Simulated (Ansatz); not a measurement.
Frontier orbitals of `O[SiH]([SiH3])[SiH2]S`.

Charge 0, multiplicity 1. Geometry: relaxed with PBE0-D4/def2-TZVP. It is one conformer, not always the lowest. Basis def2-TZVPP, the Gaussian-basis code of Ansatz.

| functional | HOMO (eV) | LUMO (eV) | gap (eV) |
| --- | --- | --- | --- |
| PBE | -6.21 | -1.84 | 4.37 |
| revPBE | -6.16 | -1.73 | 4.43 |
| PBE0 | -7.32 | -1.03 | 6.29 |
| HSE06 (plane-wave form) | -6.93 | -1.40 | 5.53 |
| CAM-B3LYP | -8.56 | 0.02 | 8.58 |
| ωB97M-V | -9.32 | 0.69 | 10.01 |

From PBE to PBE0 the HOMO moves by −1.11 eV and the LUMO by +0.80 eV, and with ωB97M-V by −3.11 and +2.53 eV, so the gap grows from 4.37 to 10.01 eV with exact exchange. A positive LUMO is unbound and depends on the basis.
